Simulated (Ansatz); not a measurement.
The cluster LiAlO₂, relaxed as a triplet with UKS r2SCAN-D4/def2-TZVP in Ansatz, starting from the r2SCAN-D4/def2-TZVP geometry of the neutral singlet. Force threshold 0.02 eV/Å.

At r2SCAN-D4/def2-TZVP a singlet of charge 0 lies 1.89 eV below the triplet, each at its own geometry. The structure comes from a short search, and lower isomers may exist.

Start:

| atom | x (Å) | y (Å) | z (Å) |
| --- | --- | --- | --- |
| Li1 | -1.1707 | 1.9608 | -0.9212 |
| Al2 | 0.3963 | -0.6631 | 0.3120 |
| O3 | -0.3849 | 0.6492 | -0.3086 |
| O4 | 1.1593 | -1.9469 | 0.9179 |

```json
{"step": "1", "energy (eV)": "-10894.1795", "largest force component (eV/Å)": "4.524", "SCF passes": "115"}
{"step": "2", "energy (eV)": "-10894.4083", "largest force component (eV/Å)": "2.582", "SCF passes": "59"}
{"step": "3", "energy (eV)": "-10894.5649", "largest force component (eV/Å)": "0.209", "SCF passes": "59"}
{"step": "4", "energy (eV)": "-10894.5728", "largest force component (eV/Å)": "0.275", "SCF passes": "64"}
{"step": "5", "energy (eV)": "-10894.7881", "largest force component (eV/Å)": "0.996", "SCF passes": "45"}
{"step": "6", "energy (eV)": "-10895.1132", "largest force component (eV/Å)": "0.593", "SCF passes": "42"}
{"step": "7", "energy (eV)": "-10895.2606", "largest force component (eV/Å)": "0.486", "SCF passes": "35"}
{"step": "8", "energy (eV)": "-10895.3273", "largest force component (eV/Å)": "0.569", "SCF passes": "36"}
{"step": "9", "energy (eV)": "-10895.3451", "largest force component (eV/Å)": "0.217", "SCF passes": "34"}
{"step": "10", "energy (eV)": "-10895.3487", "largest force component (eV/Å)": "0.051", "SCF passes": "35"}
{"step": "11", "energy (eV)": "-10895.3499", "largest force component (eV/Å)": "0.015", "SCF passes": "30"}
{"step": "12", "energy (eV)": "-10895.3525", "largest force component (eV/Å)": "0.088", "SCF passes": "32"}
{"step": "13", "energy (eV)": "-10895.3535", "largest force component (eV/Å)": "0.005", "SCF passes": "29"}
{"step": "14 (rejected)", "energy (eV)": "-10895.3529", "largest force component (eV/Å)": "0.020", "SCF passes": "33"}
{"step": "15", "energy (eV)": "-10895.3535", "largest force component (eV/Å)": "0.005", "SCF passes": "29"}
```

Force components are those of the run's own axes.

End:

```xyz
4

Li   -1.178    1.452   -1.183
Al    0.662   -0.282    0.922
O    -0.242    0.749   -0.027
O     0.759   -1.919    0.288
```

By distances, no bond broke or formed. The bond that changes most is Al2–O4, from 1.61 to 1.76 Å (atoms count from 1).

The force fell under the threshold at step 11, but the optimiser went on and released 0.004 eV more. No frequencies were taken in this run, so the end may be a saddle point.

Hardware: 2 threads of Arm Neoverse N1 on a shared host. Wall time 2.2 min.
